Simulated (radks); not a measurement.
Eu II, configuration [Xe] 4f7 6s1.

All-electron calculation, scalar-relativistic Kohn-Sham, PBEsol, spin-polarised, spherical densities, finite nucleus; open shells are filled with parallel spins first (spin-orbit coupling, left out, can overturn this in heavy ions); Fermi nuclear charge, rms radius 5.1115 fm. Program: a radial shooting solver on a logarithmic mesh with Libxc functionals.

Energy parts (eV):
| part | energy |
|---|---|
| total | -294961.57 |
| kinetic | 315933.59 |
| electron-nucleus | -718696.35 |
| Hartree | 114290.12 |
| exchange-correlation | -6488.93 |

Orbitals (lengths in bohr, moments of r in powers of bohr; <r^-3> diverges for s and p1/2; r(90%) holds 90 % of the orbital's charge):
[
 {"orbital": "1s up", "occ.": "1", "eigenvalue (eV)": "-48347.32", "r(90%)": "0.0404", "<r^-3>": "-", "<1/r>": "70.19"},
 {"orbital": "1s down", "occ.": "1", "eigenvalue (eV)": "-48347.31", "r(90%)": "0.0404", "<r^-3>": "-", "<1/r>": "70.19"},
 {"orbital": "2s up", "occ.": "1", "eigenvalue (eV)": "-7943.953", "r(90%)": "0.147", "<r^-3>": "-", "<1/r>": "16.27"},
 {"orbital": "2s down", "occ.": "1", "eigenvalue (eV)": "-7943.893", "r(90%)": "0.147", "<r^-3>": "-", "<1/r>": "16.27"},
 {"orbital": "2p up", "occ.": "3", "eigenvalue (eV)": "-7079.996", "r(90%)": "0.137", "<r^-3>": "10770", "<1/r>": "15.23"},
 {"orbital": "2p down", "occ.": "3", "eigenvalue (eV)": "-7079.953", "r(90%)": "0.137", "<r^-3>": "10770", "<1/r>": "15.23"},
 {"orbital": "3s up", "occ.": "1", "eigenvalue (eV)": "-1752.688", "r(90%)": "0.366", "<r^-3>": "-", "<1/r>": "5.958"},
 {"orbital": "3s down", "occ.": "1", "eigenvalue (eV)": "-1750.352", "r(90%)": "0.366", "<r^-3>": "-", "<1/r>": "5.964"},
 {"orbital": "3p up", "occ.": "3", "eigenvalue (eV)": "-1483.747", "r(90%)": "0.371", "<r^-3>": "2242", "<1/r>": "5.609"},
 {"orbital": "3p down", "occ.": "3", "eigenvalue (eV)": "-1481.425", "r(90%)": "0.371", "<r^-3>": "2247", "<1/r>": "5.616"},
 {"orbital": "3d up", "occ.": "5", "eigenvalue (eV)": "-1123.531", "r(90%)": "0.352", "<r^-3>": "303.6", "<1/r>": "5.324"},
 {"orbital": "3d down", "occ.": "5", "eigenvalue (eV)": "-1121.737", "r(90%)": "0.352", "<r^-3>": "304.3", "<1/r>": "5.330"},
 {"orbital": "4s up", "occ.": "1", "eigenvalue (eV)": "-354.1107", "r(90%)": "0.814", "<r^-3>": "-", "<1/r>": "2.506"},
 {"orbital": "4s down", "occ.": "1", "eigenvalue (eV)": "-348.5611", "r(90%)": "0.814", "<r^-3>": "-", "<1/r>": "2.506"},
 {"orbital": "4p up", "occ.": "3", "eigenvalue (eV)": "-265.6481", "r(90%)": "0.873", "<r^-3>": "497.1", "<1/r>": "2.304"},
 {"orbital": "4p down", "occ.": "3", "eigenvalue (eV)": "-260.1113", "r(90%)": "0.873", "<r^-3>": "496.6", "<1/r>": "2.304"},
 {"orbital": "4d up", "occ.": "5", "eigenvalue (eV)": "-142.3824", "r(90%)": "0.984", "<r^-3>": "55.91", "<1/r>": "2.024"},
 {"orbital": "4d down", "occ.": "5", "eigenvalue (eV)": "-136.8683", "r(90%)": "0.986", "<r^-3>": "55.78", "<1/r>": "2.022"},
 {"orbital": "4f up", "occ.": "7", "eigenvalue (eV)": "-10.3441", "r(90%)": "1.66", "<r^-3>": "6.916", "<1/r>": "1.424"},
 {"orbital": "4f down", "occ.": "0", "eigenvalue (eV)": "-5.5671", "r(90%)": "1.90", "<r^-3>": "6.407", "<1/r>": "1.356"},
 {"orbital": "5s up", "occ.": "1", "eigenvalue (eV)": "-51.9466", "r(90%)": "1.98", "<r^-3>": "-", "<1/r>": "0.9651"},
 {"orbital": "5s down", "occ.": "1", "eigenvalue (eV)": "-48.7508", "r(90%)": "2.02", "<r^-3>": "-", "<1/r>": "0.9457"},
 {"orbital": "5p up", "occ.": "3", "eigenvalue (eV)": "-30.8035", "r(90%)": "2.38", "<r^-3>": "66.26", "<1/r>": "0.8091"},
 {"orbital": "5p down", "occ.": "3", "eigenvalue (eV)": "-28.3448", "r(90%)": "2.43", "<r^-3>": "61.65", "<1/r>": "0.7884"},
 {"orbital": "6s up", "occ.": "1", "eigenvalue (eV)": "-8.9574", "r(90%)": "5.47", "<r^-3>": "-", "<1/r>": "0.3313"}
]

The highest occupied level is 6s up at -8.957 eV. The spin density at the nucleus is 30.75 e/bohr^3 (1s 0.12, 2s -0.86, 3s -13.82, 4s 1.02, 5s 14.08, 6s 30.20).
